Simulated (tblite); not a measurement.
Species: C₆H₁₁O (doublet state).
SMILES with atom numbers: `[CH3:1][O:2][CH2:3][C:4]1[CH2:5][CH2:6][CH2:7]1` (hydrogens: H8, H9, H10 on C1; H11, H12 on C3; H13, H14 on C5; H15, H16 on C6; H17, H18 on C7)

Structure optimised with GFN2-xTB, isolated species. This method treats the open shell by occupation alone, without spin polarisation.

Task: Give the optimised bond lengths and angles.

Result: 
```
                   bond  length (Å)
                  C1–O2       1.404
                  O2–C3       1.418
                  C3–C4       1.478
           C4–C5, C4–C7       1.491
           C5–C6, C6–C7       1.542
                  C1–H8       1.098
          C1–H9, C1–H10       1.092
         C3–H11, C3–H12       1.104
C5–H13 and 3 like bonds       1.094
         C6–H15, C6–H16       1.087
```

Bonds in one row agree within 0.01 Å and their mean is given. A selection of angles:
```
     angle  degrees
  O2–C1–H8    111.1
 O2–C1–H10    106.5
  H8–C1–H9    108.6
  C1–O2–C3    113.2
  O2–C3–C4    113.8
 O2–C3–H11    103.4
 O2–C3–H12    110.3
 C4–C3–H11    111.6
 C4–C3–H12    109.5
H11–C3–H12    108.0
  C3–C4–C5    131.1
  C5–C4–C7     93.8
  C4–C5–C6     88.2
 C4–C5–H13    115.3
 C6–C5–H13    115.2
H13–C5–H14    107.3
  C5–C6–C7     89.8
 C5–C6–H15    113.9
 C5–C6–H16    114.6
H15–C6–H16    109.1
```

Torsions: C1–O2–C3–C4 -66° (synclinal); O2–C3–C4–C5 157° (antiperiplanar); C3–C4–C5–C6 159° (antiperiplanar); C4–C5–C6–C7 0° (synperiplanar); C5–C6–C7–C4 0° (synperiplanar); C3–C4–C7–C6 -159° (antiperiplanar). The mirror-image conformer, all signs reversed, is as good.

O2 (oxygen bonded to 2 C) is bent (angle 113.2°). The 4-membered ring C4–C5–C6–C7 has internal angles of 88.2° to 93.8°; it is planar, 0.00 Å rms from its mean plane, widest ring torsion 0°. The C–C distances run from 1.478 Å (C3–C4, drawn single) to 1.542 Å (C5–C6, drawn single), a spread of 0.064 Å. Of the pairs four or more bonds apart, C4···H9 is among the closest relative to their van der Waals radii: 2.62 Å, 91 % of the sum of Bondi's values. C4 (carbon bonded to 3 C) is almost planar (angles 131.1°, 131.1° and 93.8°, sum 356.0°, 0.17 Å off the plane of its three neighbours).

Point group: C1 (no symmetry element, even within 0.4 Å). Its lowest GFN2-xTB frequency is 9 cm⁻¹, too small to tell a flat minimum from a shallow saddle. 3 starts were optimised and ended at 0.00, 0.42 and 1.27 kcal/mol (GFN2-xTB); the lowest of these is shown.

The numbers are calculated, not measured.
